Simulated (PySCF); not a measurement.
Zr(Cl)2(SH)2 (Cl₂H₂S₂Zr), SMILES [SH][Zr]([SH])([Cl])[Cl], multiplicity 1.

Geometry: PBE0-D3(BJ)/def2-SVP. The multiplicity is an assumed one; no other spin state was optimised. The structure was generated by enumeration; whether it is a known compound was not checked. The def2 effective core potentials stand for the cores of Zr; spin–orbit coupling is left out. Other conformers were not sampled.

All values below come from TDA-PBE/def2-SVPD (PySCF).

Vertical excitations. The molecule is in vacuum.

| state | energy (eV) | λ (nm) | f | main pairs |
|---|---|---|---|---|
| S1 | 3.59 | 345 | 0.004 | HOMO→LUMO 77 %, HOMO→LUMO+1 21 % |
| S2 | 3.75 | 331 | 0.013 | HOMO→LUMO+1 73 %, HOMO→LUMO 17 % |
| S3 | 3.88 | 319 | 0.003 | HOMO−1→LUMO 72 %, HOMO−1→LUMO+1 25 % |
| S4 | 4.35 | 285 | 0.038 | HOMO−1→LUMO+1 55 %, HOMO−1→LUMO 18 % |
| S5 | 4.45 | 279 | 0.001 | HOMO→LUMO+2 79 % |
| S6 | 4.55 | 272 | 0.004 | HOMO−2→LUMO 85 % |
| S7 | 4.64 | 267 | 0.001 | HOMO−2→LUMO+1 90 % |
| S8 | 4.76 | 260 | 0.001 | HOMO−1→LUMO+2 49 %, HOMO−3→LUMO 24 %, HOMO→LUMO+4 12 % |
| S9 | 4.79 | 259 | 0.002 | HOMO→LUMO+4 43 %, HOMO−1→LUMO+2 31 %, HOMO−3→LUMO 15 % |
| S10 | 4.80 | 258 | 0.004 | HOMO→LUMO+4 38 %, HOMO−3→LUMO 38 %, HOMO−1→LUMO+3 8 % |
| T1 | 3.39 | 366 | 0 | HOMO→LUMO 91 % |
| T2 | 3.51 | 354 | 0 | HOMO→LUMO+1 89 % |
| T3 | 3.57 | 347 | 0 | HOMO−1→LUMO 53 %, HOMO−1→LUMO+1 41 % |
| T4 | 3.76 | 330 | 0 | HOMO−1→LUMO+1 55 %, HOMO−1→LUMO 44 % |
Triplets are in the Tamm–Dancoff approximation.
